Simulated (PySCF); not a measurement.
Isomers of C6H12F2Si, mass 150.068 u with the commonest isotopes. Computed with PBE0/pcSseg-1 in PySCF (dipole) on a GFN2-xTB geometry, gas phase. One conformer each, none proved a minimum here; rigid rotors.

**Question.** Order these by rotational constant B, smallest first.
A. `[F:1][C@@H:2]1[CH2:3][CH2:4][CH2:5][C@@:6]([F:7])([SiH3:8])[CH2:9]1` with F1–C2–C3–C4 -178°, C2–C3–C4–C5 57°, C3–C4–C5–C6 -58°, C4–C5–C6–F7 171°
B. `[CH3:1][CH:2]([CH3:3])[C@H:4]([SiH3:5])/[C:6]([F:7])=[CH:8]/[F:9]` with C1–C2–C4–Si5 -60°, C2–C4–C6–F7 59°
C. `[CH3:1][CH2:2]/[C:3](=[CH:4]/[SiH2:5][CH2:6][F:7])[CH2:8][F:9]` with C1–C2–C3–C4 -92°, C3–C4–Si5–C6 175°, C4–Si5–C6–F7 56°, C2–C3–C8–F9 -167°

**Answer.** C (725.1 MHz), B (925.6 MHz), A (977.4 MHz).

**Question.** Order these by rotational constant C, largest first.
A. `[F:1][C@@H:2]1[CH2:3][CH2:4][CH2:5][C@@:6]([F:7])([SiH3:8])[CH2:9]1` with F1–C2–C3–C4 -178°, C2–C3–C4–C5 57°, C3–C4–C5–C6 -58°, C4–C5–C6–F7 171°
B. `[CH3:1][CH2:2]/[C:3](=[CH:4]/[SiH2:5][CH2:6][F:7])[CH2:8][F:9]` with C1–C2–C3–C4 -92°, C3–C4–Si5–C6 175°, C4–Si5–C6–F7 56°, C2–C3–C8–F9 -167°
C. `[CH3:1][CH:2]([CH3:3])[C@H:4]([SiH3:5])/[C:6]([F:7])=[CH:8]/[F:9]` with C1–C2–C4–Si5 -60°, C2–C4–C6–F7 59°

**Answer.** A (896.6 MHz), C (702.2 MHz), B (557.1 MHz).

**Question.** Order these by out-of-plane moment Σ m c² = (Ia + Ib − Ic)/2, largest first.
A. `[CH3:1][CH:2]([CH3:3])[C@H:4]([SiH3:5])/[C:6]([F:7])=[CH:8]/[F:9]` with C1–C2–C4–Si5 -60°, C2–C4–C6–F7 59°
B. `[F:1][C@@H:2]1[CH2:3][CH2:4][CH2:5][C@@:6]([F:7])([SiH3:8])[CH2:9]1` with F1–C2–C3–C4 -178°, C2–C3–C4–C5 57°, C3–C4–C5–C6 -58°, C4–C5–C6–F7 171°
C. `[CH3:1][CH2:2]/[C:3](=[CH:4]/[SiH2:5][CH2:6][F:7])[CH2:8][F:9]` with C1–C2–C3–C4 -92°, C3–C4–Si5–C6 175°, C4–Si5–C6–F7 56°, C2–C3–C8–F9 -167°

**Answer.** B (111.90 u·Å²), A (60.93 u·Å²), C (34.50 u·Å²).

| SMILES | point group | Ia (u·Å²) | Ib (u·Å²) | Ic (u·Å²) | κ | μa (D) | μb (D) | μc (D) |
| --- | --- | --- | --- | --- | --- | --- | --- | --- |
| CC/C(=C/[SiH2]CF)CF | C1 | 279.20 | 696.94 | 907.15 | -0.73 | 2.56 | 0.05 | 1.46 |
| F[C@@H]1CCC[C@@](F)([SiH3])C1 | C1 | 270.38 | 517.09 | 563.67 | -0.83 | 0.17 | 1.67 | 1.45 |
| CC(C)[C@H]([SiH3])/C(F)=C/F | C1 | 295.53 | 546.02 | 719.70 | -0.56 | 2.19 | 0.47 | 1.68 |
